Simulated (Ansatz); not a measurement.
Ansatz (an electronic-structure program) input for W(O)2(SH)2 (H2O2S2W), SMILES [O]=[W](=[O])([SH])[SH], multiplicity 1, B3LYP-D3(BJ)/def2-SVP. 

Ansatz 0.2 input:
```yaml
crystal:
  periodic: [false, false, false]
  atoms:
    - {symbol: W, position_ang: [-0.00000000, -0.00000000, 0.27158265]}
    - {symbol: O, position_ang: [0.21352591, -1.45469939, 1.07102311]}
    - {symbol: O, position_ang: [-0.21352591, 1.45469938, 1.07102313]}
    - {symbol: S, position_ang: [-1.91323350, -0.16416023, -1.10736086]}
    - {symbol: H, position_ang: [-2.30522666, 1.10197478, -0.89896938]}
    - {symbol: S, position_ang: [1.91323351, 0.16416024, -1.10736086]}
    - {symbol: H, position_ang: [2.30522667, -1.10197478, -0.89896939]}
basis:
  gaussian:
    orbitals: def2-SVP
hamiltonian:
  xc: b3lyp
  dispersion: d3bj
relax: {f_tol: 0.002, max_steps: 200}
```

Output:

```
WARN ansatz: RAYON_NUM_THREADS=1 ignored (pool sized by the plan → 1); use --threads N
Functional definition: B3LYP
integrals: 0.06 GiB planned
1078 factors; integrals over basis functions are off by at most 1.7e-4 eV
mean field: 0.49 GiB planned
mean field evaluation 1: about -27604.3329 eV, gradient 8.9e1 eV
mean field evaluation 2: about -27395.4532 eV, gradient 2.9e2 eV
mean field evaluation 4: about -27618.4967 eV, gradient 1.2e1 eV
mean field evaluation 8: about -27618.8186 eV, gradient 2.6e-1 eV
mean field evaluation 16: about -27618.8711 eV, gradient 3.0e-4 eV
mean field -27618.87109512 eV, -1014.9747920025 hartree, gradient 3.9e-5 eV, S^2 0.000000; 0 other end points of the search recorded, 0 dependent functions left out
the calculation of the forces begins
reference -27618.87138883 eV, -1014.9748027962 hartree; 32, 32 occupied and 74, 74 virtual orbitals, 1078 factors
relax step   1: F+E_penalty+E_count = -27619.32523925 eV  Δ(F+E_penalty+E_count) = +0.000e0 eV  max|allowed force component| = 5.018e0 eV/Å  Δτ_max = 0.0000 Å  (33 SCF iters, accepted)
these checks for a lower state are left out or cut short: starts, cluster_reference, orbital_swaps, neighbouring_geometries, increment
integrals: 0.06 GiB planned
1078 factors; integrals over basis functions are off by at most 1.9e-4 eV
mean field: 0.49 GiB planned
mean field -27619.14066110 eV, -1014.9846983694 hartree, gradient 1.1e-5 eV, S^2 0.000000; 0 other end points of the search recorded, 0 dependent functions left out
the calculation of the forces begins
reference -27619.14096023 eV, -1014.9847093622 hartree; 32, 32 occupied and 74, 74 virtual orbitals, 1078 factors
relax step   2: F+E_penalty+E_count = -27619.58718274 eV  Δ(F+E_penalty+E_count) = -2.619e-1 eV  max|allowed force component| = 9.621e-1 eV/Å  Δτ_max = 0.1927 Å  (39 SCF iters, accepted)
these checks for a lower state are left out or cut short: starts, cluster_reference, orbital_swaps, neighbouring_geometries, increment
integrals: 0.06 GiB planned
1078 factors; integrals over basis functions are off by at most 2.0e-4 eV
mean field: 0.49 GiB planned
mean field evaluation 32: about -27619.1481 eV, gradient 2.0e-1 eV
mean field -27619.14822531 eV, -1014.9849763490 hartree, gradient 1.4e-5 eV, S^2 0.000000; 0 other end points of the search recorded, 0 dependent functions left out
the calculation of the forces begins
reference -27619.14852507 eV, -1014.9849873651 hartree; 32, 32 occupied and 74, 74 virtual orbitals, 1078 factors
relax step   3: F+E_penalty+E_count = -27619.59372330 eV  Δ(F+E_penalty+E_count) = -6.541e-3 eV  max|allowed force component| = 1.182e0 eV/Å  Δτ_max = 0.1939 Å  (38 SCF iters, accepted)
these checks for a lower state are left out or cut short: starts, cluster_reference, orbital_swaps, neighbouring_geometries, increment
integrals: 0.06 GiB planned
1078 factors; integrals over basis functions are off by at most 1.9e-4 eV
mean field: 0.49 GiB planned
mean field -27619.20914531 eV, -1014.9872151178 hartree, gradient 1.1e-5 eV, S^2 0.000000; 0 other end points of the search recorded, 0 dependent functions left out
the calculation of the forces begins
reference -27619.20944491 eV, -1014.9872261278 hartree; 32, 32 occupied and 74, 74 virtual orbitals, 1078 factors
relax step   4: F+E_penalty+E_count = -27619.65629733 eV  Δ(F+E_penalty+E_count) = -6.257e-2 eV  max|allowed force component| = 5.584e-1 eV/Å  Δτ_max = 0.0830 Å  (34 SCF iters, accepted)
these checks for a lower state are left out or cut short: starts, cluster_reference, orbital_swaps, neighbouring_geometries, increment
integrals: 0.06 GiB planned
1078 factors; integrals over basis functions are off by at most 1.9e-4 eV
mean field: 0.49 GiB planned
mean field -27619.21802876 eV, -1014.9875415786 hartree, gradient 9.0e-6 eV, S^2 0.000000; 0 other end points of the search recorded, 0 dependent functions left out
the calculation of the forces begins
reference -27619.21832829 eV, -1014.9875525861 hartree; 32, 32 occupied and 74, 74 virtual orbitals, 1078 factors
relax step   5: F+E_penalty+E_count = -27619.66574498 eV  Δ(F+E_penalty+E_count) = -9.448e-3 eV  max|allowed force component| = 2.651e-1 eV/Å  Δτ_max = 0.0220 Å  (34 SCF iters, accepted)
these checks for a lower state are left out or cut short: starts, cluster_reference, orbital_swaps, neighbouring_geometries, increment
integrals: 0.06 GiB planned
1078 factors; integrals over basis functions are off by at most 1.9e-4 eV
mean field: 0.49 GiB planned
mean field -27619.22381410 eV, -1014.9877541860 hartree, gradient 1.2e-5 eV, S^2 0.000000; 0 other end points of the search recorded, 0 dependent functions left out
the calculation of the forces begins
reference -27619.22411380 eV, -1014.9877651998 hartree; 32, 32 occupied and 74, 74 virtual orbitals, 1078 factors
relax step   6: F+E_penalty+E_count = -27619.67102982 eV  Δ(F+E_penalty+E_count) = -5.285e-3 eV  max|allowed force component| = 1.882e-1 eV/Å  Δτ_max = 0.0344 Å  (33 SCF iters, accepted)
these checks for a lower state are left out or cut short: starts, cluster_reference, orbital_swaps, neighbouring_geometries, increment
integrals: 0.06 GiB planned
1078 factors; integrals over basis functions are off by at most 2.0e-4 eV
mean field: 0.49 GiB planned
mean field evaluation 64: about -27619.2297 eV, gradient 4.8e-4 eV
mean field -27619.22972149 eV, -1014.9879712785 hartree, gradient 1.7e-5 eV, S^2 0.000000; 0 other end points of the search recorded, 0 dependent functions left out
the calculation of the forces begins
reference -27619.23002152 eV, -1014.9879823045 hartree; 32, 32 occupied and 74, 74 virtual orbitals, 1078 factors
relax step   7: F+E_penalty+E_count = -27619.67616408 eV  Δ(F+E_penalty+E_count) = -5.134e-3 eV  max|allowed force component| = 6.743e-2 eV/Å  Δτ_max = 0.0837 Å  (33 SCF iters, accepted)
these checks for a lower state are left out or cut short: starts, cluster_reference, orbital_swaps, neighbouring_geometries, increment
integrals: 0.06 GiB planned
1078 factors; integrals over basis functions are off by at most 2.0e-4 eV
mean field: 0.49 GiB planned
mean field -27619.23004193 eV, -1014.9879830544 hartree, gradient 1.6e-5 eV, S^2 0.000000; 0 other end points of the search recorded, 0 dependent functions left out
the calculation of the forces begins
reference -27619.23034202 eV, -1014.9879940825 hartree; 32, 32 occupied and 74, 74 virtual orbitals, 1078 factors
relax step   8: F+E_penalty+E_count = -27619.67674341 eV  Δ(F+E_penalty+E_count) = -5.793e-4 eV  max|allowed force component| = 2.508e-2 eV/Å  Δτ_max = 0.0161 Å  (34 SCF iters, accepted)
these checks for a lower state are left out or cut short: starts, cluster_reference, orbital_swaps, neighbouring_geometries, increment
integrals: 0.06 GiB planned
1078 factors; integrals over basis functions are off by at most 2.0e-4 eV
mean field: 0.49 GiB planned
mean field -27619.23018152 eV, -1014.9879881841 hartree, gradient 1.6e-5 eV, S^2 0.000000; 0 other end points of the search recorded, 0 dependent functions left out
the calculation of the forces begins
reference -27619.23048168 eV, -1014.9879992148 hartree; 32, 32 occupied and 74, 74 virtual orbitals, 1078 factors
relax step   9: F+E_penalty+E_count = -27619.67711356 eV  Δ(F+E_penalty+E_count) = -3.702e-4 eV  max|allowed force component| = 1.922e-2 eV/Å  Δτ_max = 0.0225 Å  (33 SCF iters, accepted)
these checks for a lower state are left out or cut short: starts, cluster_reference, orbital_swaps, neighbouring_geometries, increment
integrals: 0.06 GiB planned
1078 factors; integrals over basis functions are off by at most 2.0e-4 eV
mean field: 0.49 GiB planned
mean field -27619.22991718 eV, -1014.9879784699 hartree, gradient 1.6e-5 eV, S^2 0.000000; 0 other end points of the search recorded, 0 dependent functions left out
the calculation of the forces begins
reference -27619.23021736 eV, -1014.9879895013 hartree; 32, 32 occupied and 74, 74 virtual orbitals, 1078 factors
relax step  10: F+E_penalty+E_count = -27619.67724686 eV  Δ(F+E_penalty+E_count) = -1.333e-4 eV  max|allowed force component| = 1.415e-2 eV/Å  Δτ_max = 0.0156 Å  (34 SCF iters, accepted)
these checks for a lower state are left out or cut short: starts, cluster_reference, orbital_swaps, neighbouring_geometries, increment
integrals: 0.06 GiB planned
1078 factors; integrals over basis functions are off by at most 2.0e-4 eV
mean field: 0.49 GiB planned
mean field -27619.22985243 eV, -1014.9879760905 hartree, gradient 1.6e-5 eV, S^2 0.000000; 0 other end points of the search recorded, 0 dependent functions left out
the calculation of the forces begins
reference -27619.23015265 eV, -1014.9879871232 hartree; 32, 32 occupied and 74, 74 virtual orbitals, 1078 factors
relax step  11: F+E_penalty+E_count = -27619.67718505 eV  Δ(F+E_penalty+E_count) = +6.182e-5 eV  max|allowed force component| = 2.031e-2 eV/Å  Δτ_max = 0.0050 Å  (34 SCF iters, rejected (line search))
these checks for a lower state are left out or cut short: starts, cluster_reference, orbital_swaps, neighbouring_geometries, increment
integrals: 0.06 GiB planned
1078 factors; integrals over basis functions are off by at most 2.0e-4 eV
mean field: 0.49 GiB planned
mean field evaluation 96: about -27619.1790 eV, gradient 5.6e-1 eV
mean field -27619.22994098 eV, -1014.9879793444 hartree, gradient 2.3e-5 eV, S^2 0.000000; 0 other end points of the search recorded, 0 dependent functions left out
the calculation of the forces begins
reference -27619.23024116 eV, -1014.9879903759 hartree; 32, 32 occupied and 74, 74 virtual orbitals, 1078 factors
relax step  12: F+E_penalty+E_count = -27619.67726216 eV  Δ(F+E_penalty+E_count) = -1.530e-5 eV  max|allowed force component| = 1.962e-3 eV/Å  Δτ_max = 0.0018 Å  (29 SCF iters, accepted)
integrals: 0.06 GiB planned
1078 factors; integrals over basis functions are off by at most 2.0e-4 eV
mean field: 0.49 GiB planned
mean field -27619.22994098 eV, -1014.9879793444 hartree, gradient 2.3e-5 eV, S^2 0.000000; 1 other end points of the search recorded, 0 dependent functions left out
the calculation of the forces begins
reference -27619.23024116 eV, -1014.9879903759 hartree; 32, 32 occupied and 74, 74 virtual orbitals, 1078 factors
Total energy: -27619.67756234 eV, -1015.0044291263 hartree
Atom 0 at     0.000004    -0.000005     0.319595 Å, force     0.000063     0.000023    -0.001962 eV/Å
Atom 1 at     0.126817    -1.412631     1.279054 Å, force     0.000315    -0.000630     0.000795 eV/Å
Atom 2 at    -0.126871     1.412651     1.278998 Å, force    -0.000231     0.000616     0.000838 eV/Å
Atom 3 at    -1.947786    -0.282081    -0.981577 Å, force     0.000049     0.000158     0.000162 eV/Å
Atom 4 at    -2.080555     1.040246    -1.256735 Å, force    -0.000130     0.000074    -0.000068 eV/Å
Atom 5 at     1.947841     0.282062    -0.981534 Å, force    -0.000187    -0.000179     0.000223 eV/Å
Atom 6 at     2.080550    -1.040242    -1.256832 Å, force     0.000121    -0.000062     0.000010 eV/Å
Dipole moment:    -0.000009    -0.000006    -0.604104 e Å
```

The calculation finished and met its thresholds.

Cost: about 50 core-seconds (a rough figure).
